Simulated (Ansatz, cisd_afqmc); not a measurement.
System: CH3Si, charge 1, singlet. CH3Si+ (parent SMILES C[Si], singlet).
B3LYP-D3(BJ)/def2-TZVP minimum from Ansatz (a first-principles code):
```xyz
5

C     -1.0493    -0.0100    -0.0408
Si     0.7595     0.0072     0.0295
H     -1.4073    -0.6121    -0.8909
H     -1.4513     1.0090    -0.1568
H     -1.4778    -0.4382     0.8792
```
Charge +1, spin multiplicity 1.

Total energies in cc-pV(T+d)Z, 10 correlated electrons, 6 frozen orbitals. Radicals and triplets start from unrestricted determinants; spin-orbit coupling is neglected. Cores are frozen in correlated methods. No relativity. AFQMC is phaseless with a CISD trial state; ± is one standard error, without the phaseless bias. Outlying blocks are dropped, and bars are widened where a walk drifts. Over all cases where full CI ran beside it in this data, AFQMC minus full CI had a median of +0.1 mEh and passed +0.4 mEh in a tenth of the cases. The spin of CH3Si+ (parent SMILES C[Si], singlet) was assumed, and the state is the lowest solution found for it.

| method | program | energy (Eh) | minus CCSDT(Q) (mEh) |
|---|---|---|---|
| HF | Ansatz | -328.25676 | 289.36 |
| MP2 | Ansatz | -328.50452 | 41.60 |
| CCSD | Ansatz | -328.53473 | 11.39 |
| CCSD(T) | Ansatz | -328.54495 | 1.17 |
| CCSDT(Q) | Ansatz | -328.54612 | 0.00 |
| AFQMC/CISD | cisd_afqmc | -328.5456 ± 0.0004 | 0.5 ± 0.4 |

Rough core times of Ansatz's runs on a shared machine: CCSD(T) under 20 s, CCSDT(Q) 2 min.
